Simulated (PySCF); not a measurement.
NO3, SMILES [O]N([O])[O] (connectivity only; charge and spin as stated), neutral, multiplicity 2.

Geometry: B3LYP-D3(BJ)/def2-TZVP.

Two levels are set side by side: PBE/def2-TZVPD (PySCF) and M06-2X/def2-TZVPD (PySCF). Same geometry, gas phase. Differences are taken from unrounded values.

| quantity | PBE |
|---|---|
| α-spin orbital gap (eV) | 4.91 |
| β-spin orbital gap (eV) | 1.92 |
| mean polarisability (bohr³) | 26.8 |

Task: These are the PBE values. What does M06-2X give? (Estimate from the structure and the level; the computed values follow.)

Result: 
```
quantity                     M06-2X  PBE minus M06-2X
---------------------------  ------  ----------------
α-spin orbital gap (eV)       11.06             -6.15
β-spin orbital gap (eV)        6.07             -4.15
mean polarisability (bohr³)    32.8              -6.0
```

Rough cost on one machine, each run with all the roots and properties that it gave: M06-2X against PBE about 2 times.
